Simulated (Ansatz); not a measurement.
Ansatz (a quantum-chemistry and plane-wave program) input (CCSD(T)/cc-pV(Q+d)Z):
A basis named .json is the Basis Set Exchange file of that set.

Ansatz 0.2 input:
```yaml
crystal:
  periodic: [false, false, false]
  atoms:
    - {symbol: Si, position_ang: [-0.04362925, -0.10656106, -0.73380769]}
    - {symbol: N, position_ang: [-1.25192159, 0.33087765, 0.63609330]}
    - {symbol: Si, position_ang: [-3.01057751, -0.26051184, 0.37655270]}
    - {symbol: O, position_ang: [1.38726937, 0.08089334, -0.06849524]}
    - {symbol: Si, position_ang: [3.06510860, 0.15188157, 0.03423185]}
    - {symbol: H, position_ang: [-0.41093693, -1.49558919, -1.03937126]}
    - {symbol: H, position_ang: [-0.39045845, 0.86451313, -1.77829261]}
    - {symbol: H, position_ang: [-0.88970937, -0.05313735, 1.51285712]}
    - {symbol: H, position_ang: [-3.24554216, -0.00895615, -1.05199958]}
    - {symbol: H, position_ang: [-2.94742179, -1.68270145, 0.73304547]}
    - {symbol: H, position_ang: [-3.82493725, 0.56524207, 1.27669704]}
    - {symbol: H, position_ang: [3.36402993, 0.57542251, 1.41190110]}
    - {symbol: H, position_ang: [3.52217963, 1.13797948, -0.96008507]}
    - {symbol: H, position_ang: [3.57731456, -1.19856625, -0.25405084]}
    - {symbol: H, position_ang: [-1.24184801, 1.34518134, 0.76693165]}
basis:
  gaussian:
    orbitals: cc-pV_Q+d_Z.json
total_charge: 1
magnetization: {spin_polarized: false}
correlation: {method: ccsd_t, electrons: outside_noble_gas}
```

Output:

```
Functional definition: HF
integrals: 20.37 GiB planned
3551 factors; integrals over basis functions are off by at most 8.7e-4 eV
7.02 GiB of device memory are held for the factors and their scratch space
mean field: 6.97 GiB planned
mean field evaluation 1: about -27257.3410 eV, gradient 6.2e1 eV
mean field evaluation 2: about -27257.5144 eV, gradient 6.2e1 eV
mean field evaluation 4: about -27265.1736 eV, gradient 5.0e0 eV
mean field evaluation 8: about -27265.2665 eV, gradient 3.0e-1 eV
mean field evaluation 16: about -27265.2670 eV, gradient 1.2e-6 eV
mean field -27265.26695465 eV, -1001.9800795218 hartree, gradient 1.2e-6 eV, S^2 0.000000; 0 other end points of the search recorded, 0 dependent functions left out
17 core orbitals not correlated
reference -27265.26695465 eV, -1001.9800795218 hartree; 16, 16 occupied and 569, 569 virtual orbitals, 3551 factors
second order -23.84219406 eV of doubles, -0.00000000 eV of singles
coupled cluster: 49.12 GiB planned
cycle   1  -24.61405882 eV  change   -7.7e-1 eV  update   1.0e-1
cycle   2  -25.29882563 eV  change   -6.8e-1 eV  update   3.2e-2
cycle   3  -25.42223781 eV  change   -1.2e-1 eV  update   1.5e-2
cycle   4  -25.40672135 eV  change    1.6e-2 eV  update   3.3e-3
cycle   5  -25.40593011 eV  change    7.9e-4 eV  update   1.5e-3
cycle   6  -25.40647462 eV  change   -5.4e-4 eV  update   3.8e-4
cycle   7  -25.40627779 eV  change    2.0e-4 eV  update   1.7e-4
cycle   8  -25.40621817 eV  change    6.0e-5 eV  update   5.0e-5
cycle   9  -25.40623984 eV  change   -2.2e-5 eV  update   2.1e-5
perturbative correction -0.88407010 eV, -0.0324889768 hartree
Total energy: -27291.55726459 eV, -1002.9462305919 hartree
```

It need not be the lowest isomer of its formula.
